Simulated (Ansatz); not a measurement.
`CCCCCCCCCC[S][Ag]`. The state is a singlet with charge 0. Geometry PBE-D4/def2-SVP.

```tsv
atom	x (Å)	y (Å)	z (Å)
C1	-0.934	-3.528	3.416
C2	0.399	-3.643	2.671
C3	0.356	-3.176	1.209
C4	0.066	-1.683	1.018
C5	0.090	-1.234	-0.446
C6	-0.201	0.256	-0.639
C7	-0.157	0.709	-2.102
C8	-0.517	2.184	-2.331
C9	0.463	3.181	-1.701
C10	0.081	4.640	-1.941
S11	1.263	5.886	-1.291
Ag12	1.458	5.282	0.962
H13	-0.856	-3.923	4.449
H14	-1.280	-2.477	3.493
H15	-1.733	-4.101	2.900
H16	1.179	-3.063	3.215
H17	0.740	-4.700	2.698
H18	1.329	-3.415	0.725
H19	-0.406	-3.770	0.656
H20	-0.924	-1.429	1.457
H21	0.811	-1.089	1.596
H22	-0.648	-1.833	-1.027
H23	1.082	-1.475	-0.890
H24	0.527	0.844	-0.037
H25	-1.203	0.495	-0.212
H26	-0.851	0.073	-2.694
H27	0.858	0.511	-2.516
H28	-1.542	2.376	-1.937
H29	-0.574	2.377	-3.425
H30	0.523	3.020	-0.599
H31	1.491	3.005	-2.087
H32	0.054	4.852	-3.033
H33	-0.940	4.846	-1.555
```

In the def2 sets Ag takes a core potential; there is no spin–orbit coupling.

(1) Estimate the orbital energies around the gap (eV) in Ansatz with PBE-D4/def2-TZVP, r2SCAN-D4/def2-TZVP, B97M-V/def2-TZVP, PBE0-D4/def2-SVP, PBE0-D4/def2-TZVP.

Answers

(1) 
```tsv
orbital	PBE-D4/def2-TZVP	r2SCAN-D4/def2-TZVP	B97M-V/def2-TZVP	PBE0-D4/def2-SVP	PBE0-D4/def2-TZVP
HOMO−13	-8.20	-8.51	-8.61	-9.83	-9.83
HOMO−12	-8.06	-8.36	-8.45	-9.70	-9.70
HOMO−11	-8.03	-8.33	-8.40	-9.69	-9.69
HOMO−10	-7.98	-8.29	-8.38	-9.66	-9.65
HOMO−9	-7.76	-8.09	-8.14	-9.48	-9.47
HOMO−8	-7.74	-8.07	-8.10	-9.38	-9.39
HOMO−7	-7.65	-7.94	-8.07	-9.01	-9.02
HOMO−6	-7.60	-7.90	-8.04	-8.96	-8.97
HOMO−5	-7.52	-7.81	-7.96	-8.88	-8.89
HOMO−4	-7.51	-7.80	-7.93	-8.86	-8.87
HOMO−3	-7.24	-7.49	-7.65	-8.55	-8.53
HOMO−2	-7.16	-7.39	-7.51	-8.44	-8.41
HOMO−1	-5.77	-5.87	-5.86	-6.59	-6.63
HOMO	-4.83	-4.96	-5.07	-5.75	-5.83
LUMO	-3.36	-3.14	-3.34	-2.52	-2.58
LUMO+1	-0.88	-0.56	-0.87	-0.13	-0.20
LUMO+2	-0.45	-0.10	-0.48	0.24	0.15
LUMO+3	0.32	0.97	0.45	1.72	1.12
LUMO+4	0.56	1.24	0.69	1.74	1.37
LUMO+5	0.72	1.29	0.86	1.99	1.51
```
